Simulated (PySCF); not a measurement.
C₄H₆BFO, SMILES CB1CO/C1=C\F.

Geometry: B3LYP-D3(BJ)/def2-SVP. The structure was generated by enumeration; whether it is a known compound was not checked.

These are PBE/def2-TZVP run with PySCF values and carry that method's errors.

| Quantity | Value |
|---|---|
| total energy | -355.61486 hartree |
| highest occupied level | -5.41 eV |
| lowest empty level | -2.55 eV |
| orbital gap | 2.86 eV |
| dipole moment | 2.80 D |
| quadrupole, principal values (traceless, Buckingham form, about the centre of nuclear charge) | -4.57, -0.17, 4.74 D·Å |
| mean static polarisability | 69.9 bohr³ (10.35 Å³) |
| polarisability, principal values | 48.2, 67.6, 93.9 bohr³ |
